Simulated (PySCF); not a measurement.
Dipole moment and polarisability of `COC[Si@@H](Br)O[SiH3]`

Compound: C2H9BrO2Si2.
Geometry (GFN2-xTB, Å), atoms numbered from 1 in this order:
```
atom  x, y, z in Å
C1    -2.3320    0.1958    0.9915
O2    -1.0281   -0.2228    0.6828
C3    -0.8877   -0.6868   -0.6436
Si4    0.9257   -1.2111   -0.8068
Br5    1.3323   -1.5177   -2.9504
O6     1.9202   -0.0464   -0.3423
Si7    2.3059    1.3596    0.4002
H8    -2.3122    0.5566    2.0181
H9    -3.0443   -0.6349    0.9075
H10   -2.6556    1.0044    0.3243
H11   -1.1609    0.1065   -1.3574
H12   -1.5708   -1.5282   -0.8316
H13    1.2745   -2.4298   -0.1035
H14    2.6466    0.9930    1.7704
H15    1.1443    2.2395    0.3237
H16    3.4346    1.8312   -0.3946
```

Level: wB97X-D/def2-SVPD (PySCF), static field, nuclei fixed, core orbitals frozen in the response. The polarisability tensor in these axes (au):

```
x   104.61  -0.15  -7.26
y    -0.15  95.43   9.89
z    -7.26   9.89 108.54
```

Problem. Give the principal values, the mean and the anisotropy Δα = √{½[(α1 − α2)² + (α2 − α3)² + (α1 − α3)²]}.

Solution. Principal values 89.32, 102.00 and 117.26 au; mean 102.86 au = 15.24 Å³ = 16.96 × 10⁻⁴⁰ C²·m²/J; Δα = 24.24 au (24 % of the mean).

Problem. What is the dipole moment, and where does it point?

Solution. (-2.00, 1.03, 1.46) D, 2.68 D in size, pointing from the negative to the positive side. Measured along this direction, the outermost atoms are Br5 at the negative end and H8 at the positive end.

Problem. What depolarisation ratio follows for Rayleigh scattering of linearly polarised light, taking the static tensor?

Solution. ρ = 3Δα²/(45ᾱ² + 4Δα²) = 1762.1/(476113 + 2349.4) = 0.00368.

Problem. Along which axes do the principal values lie, and how far do the nuclei extend along each?

Solution. Largest value along (-0.47, 0.37, 0.80), where the nuclei span 6.46 Å; middle along (0.85, 0.43, 0.30), 6.19 Å; least along (-0.24, 0.83, -0.51), 3.66 Å. The response follows the extents in order.

Problem. Orientational against electronic polarisability at 273 K (dilute gas, rigid molecules)?

Solution. In Gaussian units μ²/3kT = 63.48 Å³ against 15.24 Å³, a ratio of 4.16; the Debye molar polarisation (4π/3)N_A(α + μ²/3kT) is 198.6 cm³/mol, leaving out the vibrational part.

Problem. Find the Langevin capture rate constant for H3+ (3.023 u) meeting this molecule (199.932 u), k = 2.342 × 10⁻⁹ cm³/s × √(α in Å³ / reduced mass in u).

Solution. The reduced mass is 2.98 u, so k = 5.30 × 10⁻⁹ cm³/s. The formula leaves out the permanent dipole, which adds to the capture rate.

Geometry: GFN2-xTB, one conformer, isolated molecule. The calculation is non-relativistic, for bromine too.
